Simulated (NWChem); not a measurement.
System: C$_{4}$H$_{6}$OS; SMILES S1C(=C)COC1

```xyz
12

C     -0.2808    -2.2449     0.0644
C     -0.1928    -0.9139    -0.0196
C     -1.3630     0.0391    -0.1667
O     -0.9646     1.2973     0.3063
C      0.3009     1.5774    -0.1721
S      1.2935     0.0286     0.0094
H      0.6019    -2.8834     0.1333
H     -1.2594    -2.7315     0.0635
H     -2.2355    -0.2888     0.4155
H     -1.6533     0.0939    -1.2368
H      0.2932     1.8628    -1.2418
H      0.7522     2.3819     0.4248
```
Atoms are numbered in this order, from 1.

Computed with NWChem. All runs use the structure optimised with PBE0/def2-SVP. Level: PBE0/def2-SVP with SMD (1 M gas to 1 M solution), gas-phase geometry.

Problem. Estimate the computed values for solvent water. Quantities: solvation free energy (kcal/mol); cavity-dispersion-structure term (kcal/mol); dipole in solution (D).

Solution. 
```
Property                                     Result
-------------------------------------------  ------
solvation free energy (kcal/mol)               -2.8
cavity-dispersion-structure term (kcal/mol)     3.2
dipole in solution (D)                         1.66
```
